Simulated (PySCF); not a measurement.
A structure optimised at B3LYP-D3(BJ)/def2-SVP, used in a PySCF frequency run:

```xyz
4

Sc     0.0000     0.0000     0.0000
Br    -2.4252     0.0000     0.0000
Br     1.2126     2.1003     0.0000
Br     1.2126    -2.1003     0.0000
```
Charge 0, spin multiplicity 1.

### Question
Write its SMILES, formula and point group.

### Answer
[Br][Sc]([Br])[Br], Br₃Sc, D3h

### Question
What are its rotational constants (standard atomic weights)?

### Answer
0.71693, 0.71693, 0.35846 GHz
